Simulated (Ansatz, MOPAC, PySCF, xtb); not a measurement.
Complex: GeH4 (SMILES [GeH4]) (first 5 atoms) with C2H6O (SMILES COC); geometry from B3LYP-D3(BJ)/def2-TZVP, rigid monomers moved along the line of their centres of mass till Ge1···O7 is 4.40 Å.
(charge 0, multiplicity 1):
```xyz
14

Ge     0.275     0.005     0.668
H     -0.190    -1.429     0.947
H     -0.719     1.011     1.266
H      0.320     0.222    -0.858
H      1.678     0.243     1.239
C      0.307     0.874     5.588
O     -0.079    -0.366     5.034
C     -1.423    -0.689     5.315
H      0.217     0.866     6.682
H     -0.303     1.695     5.192
H      1.348     1.041     5.316
H     -1.595    -0.770     6.396
H     -1.631    -1.649     4.846
H     -2.108     0.065     4.907
```

Interaction energies are E(AB) − E(A) − E(B) at the monomers' geometry in the complex; basis-set methods are counterpoise corrected.

The state reached by PM3 isn't checked.

Programs: Ansatz (an electronic-structure program) with Gaussian orbitals; MOPAC for PM3 (differences of heats of formation); PySCF for the dispersion terms; xtb for the GFN methods. Each number belongs to the level named beside it.

Q: One of these levels gives -3.24 kcal/mol for the interaction energy. Name it.
A) GFN1-xTB
B) r2SCAN-D3(BJ)/def2-TZVPPD
C) PM3

A: A, GFN1-xTB. The others give 0.47 (PM3), -0.81 (r2SCAN-D3(BJ)/def2-TZVPPD)
